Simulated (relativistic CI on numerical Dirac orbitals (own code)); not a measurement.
## Ag4+: calculation against measurement

Calculated at this level of theory: Dirac-Coulomb-Breit CI, separate exchange-only KLI orbitals for each configuration, model QED (radiative potential, 1s self-energy scaled to tabulated hydrogen-like ionisation energies), valence Slater integrals scaled by 0.85, configuration energies shifted to the measured levels that pair with them (semi-empirical) (own radial code, finite nucleus).

Configuration list (outside the closed core [Ar] 3d10): 4s2 4p6 4d7, 4s2 4p6 4d6 5s, 4s2 4p6 4d6 4f, 4s2 4p6 4d6 5p, 4s2 4p5 4d8, 4s2 4p6 4d6 5d, 4s2 4p6 4d5 5s2, 4s2 4p6 4d5 4f2, 4s2 4p6 4d6 6s, 4s2 4p6 4d6 6p, 4s2 4p6 4d5 5s 5p, 4s2 4p6 4d6 6d, 4s2 4p6 4d6 5f, 4s2 4p6 4d6 5g, 4s2 4p4 4d9, 4s2 4p6 4d6 6f, 4s2 4p6 4d5 5p2, 4s 4p6 4d8, 4s2 4p6 4d5 5s 5d, 4s2 4p6 4d5 4f 5s, 4s2 4p6 4d5 5p 5d. Levels of other configurations are missing.

| Configuration | Term (tabulated) | J | Measured (cm⁻¹) | Computed | Error | Purity (%) |
| --- | --- | --- | --- | --- | --- | --- |
| 4s2 4p6 4d7 | 4F | 9/2 | 0.0 | 0 | 0 | 96 |
| 4s2 4p6 4d7 | 4F | 7/2 | 3690.5 | 3543 | -147 | 98 |
| 4s2 4p6 4d7 | 4F | 5/2 | 5815.6 | 5516 | -299 | 95 |
| 4s2 4p6 4d7 | 4F | 3/2 | 7097.3 | 6700 | -397 | 92 |
| 4s2 4p6 4d7 | 4P | 3/2 | 14204.4 | 13268 | -937 | 57 |
| 4s2 4p6 4d7 | 4P | 5/2 | 14899.4 | 14319 | -580 | 93 |
| 4s2 4p6 4d7 | 2G | 9/2 | 16874.7 | 16570 | -304 | 84 |
| 4s2 4p6 4d7 | 4P | 1/2 | 17067.2 | 16272 | -795 | 79 |
| 4s2 4p6 4d7 | 2G | 7/2 | 20442.1 | 19825 | -617 | 97 |
| 4s2 4p6 4d7 | 2H | 11/2 | 22531.9 | 23104 | 572 | 99 |
| 4s2 4p6 4d7 | 2D | 5/2 | 24361.2 | 21957 | -2404 | 90 |
| 4s2 4p6 4d7 | 2P | 1/2 | 24599.1 | 22753 | -1846 | 79 |
| 4s2 4p6 4d7 | 2H | 9/2 | 26367.7 | 26602 | 235 | 87 |
| 4s2 4p6 4d7 | 2D | 3/2 | 30134.4 | 27964 | -2170 | 65 |
| 4s2 4p6 4d7 | 2F | 5/2 | 34634.7 | 34120 | -515 | 96 |
| 4s2 4p6 4d7 | 2F | 7/2 | 36593.8 | 36023 | -571 | 97 |
| 4s2 4p6 4d7 | 2D | 3/2 | 55041.2 | 51133 | -3908 | 98 |
| 4s2 4p6 4d7 | 2D | 5/2 | 56771.9 | 53382 | -3390 | 95 |
| 4s2 4p6 4d6 5s | 6D | 9/2 | 132745.0 | 133126 | 381 | 97 |
| 4s2 4p6 4d6 5s | 6D | 7/2 | 135036.4 | 135334 | 298 | 98 |
| 4s2 4p6 4d6 5s | 6D | 5/2 | 136401.0 | 136667 | 266 | 97 |
| 4s2 4p6 4d6 5s | 6D | 3/2 | 137349.7 | 137583 | 233 | 96 |
| 4s2 4p6 4d6 5s | 6D | 1/2 | 137913.8 | 138123 | 209 | 96 |
| 4s2 4p6 4d6 5s | 4D | 7/2 | 146216.3 | 146138 | -78 | 94 |
| 4s2 4p6 4d6 5s | 4D | 5/2 | 148667.4 | 148537 | -130 | 94 |
| 4s2 4p6 4d6 5s | 4D | 3/2 | 150005.7 | 149847 | -159 | 93 |
| 4s2 4p6 4d6 5s | 4D | 1/2 | 150869.3 | 150667 | -203 | 94 |
| 4s2 4p6 4d6 5s | 4H | 13/2 | 156645.0 | 156286 | -359 | 96 |
| 4s2 4p6 4d6 5s | 4H | 11/2 | 156797.8 | 156572 | -226 | 81 |
| 4s2 4p6 4d6 5s | 4H | 7/2 | 156901.5 | 156778 | -123 | 61 |
| 4s2 4p6 4d6 5s | 4G | 11/2 | 161490.5 | 161409 | -81 | 62 |
| 4s2 4p6 4d6 5s | 4G † | 5/2 | 164031.7 | 164233 | 201 | 66 |
| 4s2 4p6 4d6 5s | 4G † | 9/2 | 164077.6 | 164078 | 0 | 72 |
| 4s2 4p6 4d6 5s | 4G | 7/2 | 164685.3 | 164752 | 67 | 60 |
| 4s2 4p6 4d6 5s | 2H | 9/2 | 165333.7 | 164917 | -416 | 71 |
| 4s2 4p6 4d6 5s | 2H | 11/2 | 165594.7 | 165083 | -511 | 65 |
| 4s2 4p6 4d6 5s | 4D | 5/2 | 167526.5 | 168407 | 881 | 71 |
| 4s2 4p6 4d6 5s | 4D | 3/2 | 167978.2 | 168859 | 881 | 87 |
| 4s2 4p6 4d6 5s | 4D | 7/2 | 168321.8 | 169222 | 900 | 92 |
| 4s2 4p6 4d6 5s | 2G | 9/2 | 170864.7 | 170640 | -224 | 86 |
| 4s2 4p6 4d6 5s | 2I | 13/2 | 171530.2 | 170621 | -910 | 96 |
| 4s2 4p6 4d6 5s | 2I | 11/2 | 172070.3 | 171152 | -918 | 87 |
| 4s2 4p6 4d6 5s | 2G | 7/2 | 172346.3 | 172130 | -216 | 90 |
| 4s2 4p6 4d6 5s | 2D | 3/2 | 175241.7 | 175981 | 739 | 88 |
| 4s2 4p6 4d6 5s | 2D | 5/2 | 175621.8 | 176292 | 670 | 92 |
| 4s2 4p6 4d6 5s | 2F | 7/2 | 181638.7 | 182891 | 1253 | 79 |
| 4s2 4p6 4d6 5s | 2F | 5/2 | 181871.6 | 183169 | 1297 | 81 |

Measured levels from measured levels as listed in Gamrath, thesis, University of Mons (2023); pairs were made by configuration, J and term (by order where the table uses no LS term), so strongly mixed levels may be paired wrongly.

Mean error by configuration (cm⁻¹): 4s2 4p6 4d7 -1063; 4s2 4p6 4d6 5s 130. Over the excited levels the mean absolute error is 735 cm⁻¹ (46 of the 69 excited levels that our extract of the source holds in range could be paired, and the others can miss by more), and the median relative error of those above 1,000 cm⁻¹ is 0.53 %, both after the shifts were fitted to these levels, so that a configuration with one level shows no error. Some levels of the ground configuration have no partner. † marks terms whose computed intervals miss the measured ones by more than a factor of 2.5, or configurations far off the rest, from wrong mixing, a near crossing or a doubtful label or measurement; they are left out of the means.

Configurations whose levels could be paired with our table of measured levels were shifted onto them, all but the ground configuration, by the median error of their levels; single terms can still be off by 1,000 to 2,000 cm⁻¹ or more, and rates follow the energies as ν³ (E1, M1) or ν⁵ (E2). The others borrow a shift and can be off by several thousand cm⁻¹ or more. 46 of the 69 excited levels that our extract of the measured tables holds in this range could be paired (the sources list more); they are missed by 707 cm⁻¹ on average and 3908 at most, after the shifts were fitted to these levels, and levels without a partner can miss by more. Some levels of the ground configuration have no partner and can miss by 10 % or more.

Shifts applied (cm⁻¹): 4s2 4p6 4d7 0; 4s2 4p6 4d6 5s -10451.
